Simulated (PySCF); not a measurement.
Isomers of C5H9FOSi2, mass 160.018 u with the commonest isotopes. The calculation used PBE0/pcSseg-1 in PySCF (dipole) on a GFN2-xTB geometry, gas phase. One conformer each, none proved a minimum here; rigid rotors.

Question: Order these by radius of gyration √(Σ m r²/M), largest first.
A. `[CH3:1][SiH2:2][C@@H:3]([F:4])[C:5]#[C:6][SiH2:7][CH:8]=[O:9]` with C1–Si2–C3–F4 180°, C6–Si7–C8–O9 126°
B. `[O:1]=[CH:2][C@@H:3]1[SiH2:4][CH:5]=[CH:6][SiH2:7][C@H:8]1[F:9]` with O1–C2–C3–Si4 91°, C2–C3–Si4–C5 -58°, C3–Si4–C5–C6 -22°, C5–C6–Si7–C8 1°, C6–Si7–C8–F9 -81°
C. `[CH3:1][SiH2:2][Si@H:3]([F:4])[c:5]1[cH:6][cH:7][cH:8][o:9]1` with C1–Si2–Si3–F4 -76°, Si2–Si3–C5–C6 155°

Answer: A (2.886 Å), C (2.459 Å), B (1.943 Å).

Question: Order these by rotational constant B, largest first.
A. `[CH3:1][SiH2:2][C@@H:3]([F:4])[C:5]#[C:6][SiH2:7][CH:8]=[O:9]` with C1–Si2–C3–F4 180°, C6–Si7–C8–O9 126°
B. `[O:1]=[CH:2][C@@H:3]1[SiH2:4][CH:5]=[CH:6][SiH2:7][C@H:8]1[F:9]` with O1–C2–C3–Si4 91°, C2–C3–Si4–C5 -58°, C3–Si4–C5–C6 -22°, C5–C6–Si7–C8 1°, C6–Si7–C8–F9 -81°
C. `[CH3:1][SiH2:2][Si@H:3]([F:4])[c:5]1[cH:6][cH:7][cH:8][o:9]1` with C1–Si2–Si3–F4 -76°, Si2–Si3–C5–C6 155°

Answer: B (1247 MHz), C (652.4 MHz), A (440.5 MHz).

Question: Order these by rotational constant A, smallest first.
A. `[CH3:1][SiH2:2][Si@H:3]([F:4])[c:5]1[cH:6][cH:7][cH:8][o:9]1` with C1–Si2–Si3–F4 -76°, Si2–Si3–C5–C6 155°
B. `[CH3:1][SiH2:2][C@@H:3]([F:4])[C:5]#[C:6][SiH2:7][CH:8]=[O:9]` with C1–Si2–C3–F4 180°, C6–Si7–C8–O9 126°
C. `[O:1]=[CH:2][C@@H:3]1[SiH2:4][CH:5]=[CH:6][SiH2:7][C@H:8]1[F:9]` with O1–C2–C3–Si4 91°, C2–C3–Si4–C5 -58°, C3–Si4–C5–C6 -22°, C5–C6–Si7–C8 1°, C6–Si7–C8–F9 -81°

Answer: C (1363 MHz), B (1741 MHz), A (2355 MHz).

| SMILES | point group | Ia (u·Å²) | Ib (u·Å²) | Ic (u·Å²) | κ | μa (D) | μb (D) | μc (D) |
| --- | --- | --- | --- | --- | --- | --- | --- | --- |
| C[SiH2][C@@H](F)C#C[SiH2]C=O | C1 | 290.31 | 1147.21 | 1228.38 | -0.96 | 2.03 | 1.17 | 2.27 |
| O=C[C@@H]1[SiH2]C=C[SiH2][C@H]1F | C1 | 370.88 | 405.34 | 432.22 | -0.20 | 1.92 | 0.30 | 1.39 |
| C[SiH2][Si@H](F)c1ccco1 | C1 | 214.59 | 774.64 | 945.30 | -0.87 | 0.42 | 1.20 | 0.63 |
